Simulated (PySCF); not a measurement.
## Relaxation of quintet OsF₂

Level of theory: UPBE0 in PySCF with Os def2-TZVP with ECP60, F def2-TZVP; scalar-relativistic core potentials, no spin–orbit coupling; density-fitted integrals. A (50,194) grid was used.

A hand-made bent start, of C2v symmetry, held to at least that symmetry:

```xyz
3
charge 0 multiplicity 5, angstrom
Os    0.0000    0.0000   -0.1829
F     1.5810    0.0000    0.9241
F    -1.5810    0.0000    0.9241
```

Task: What does it relax to?

Result: It ends at D∞h with Os–F 1.876 Å (×2); F–Os–F 180.0°. A frequency run shows a minimum.

Task: How much energy is released, and in how many steps?

Result: 128.9 kJ/mol in 7 steps.

Open d and f shells are described by one determinant, and the ground state may have another occupation or spin. With an element this heavy the missing spin–orbit coupling can shift these numbers.
